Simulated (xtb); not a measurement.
Cd(H)(NH2) (CdH3N), SMILES [NH2][CdH]. All values are semi-empirical tight-binding results from xtb (GFN2-xTB unless named), good for trends rather than for accurate numbers. The structure is a stationary point at GFN2-xTB.

For metal compounds this method's bond lengths and energies can be far off.

Q: Estimate the properties. (An estimate is asked for; the answer gives what the named calculation found.)

A: 
| Item | Result |
|---|---|
| point group as xtb finds it | Cs |
| orbital gap | 3.79 eV |
| zero-point energy | 16.5 kcal/mol |
| G − E(el) at 298.15 K (modified RRHO) | -0.4 kcal/mol |
